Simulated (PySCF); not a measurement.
CuHO, multiplicity 1. Atoms are numbered in the order given.

```xyz
3

Cu    -0.0054    -0.4266     0.0000
O      0.1174     1.3359     0.0000
H     -0.7841     1.6851     0.0000
```
Charge 0, spin multiplicity 1.

Geometry optimised at r2SCAN-D4/def2-TZVP. The spin state was assumed, not searched.

The numbers are results of HF/def2-TZVPD in PySCF, not measurements.

Symmetry labels are those of the subgroup Cs that the program uses (full group Cs).

List the valence orbital energies around the gap with their symmetry. (An estimate is asked for; the answer gives what the named calculation found.)


| orbital | symmetry | energy (eV) |
|---|---|---|
| HOMO−7 | A' | -15.89 |
| HOMO−6 | A" | -14.44 |
| HOMO−5 | A' | -14.31 |
| HOMO−4 | A" | -13.98 |
| HOMO−3 | A' | -13.97 |
| HOMO−2 | A' | -12.90 |
| HOMO−1 | A" | -10.51 |
| HOMO | A' | -10.39 |
| LUMO | A' | -0.06 |
| LUMO+1 | A' | 1.52 |
| LUMO+2 | A" | 1.66 |
| LUMO+3 | A' | 2.09 |
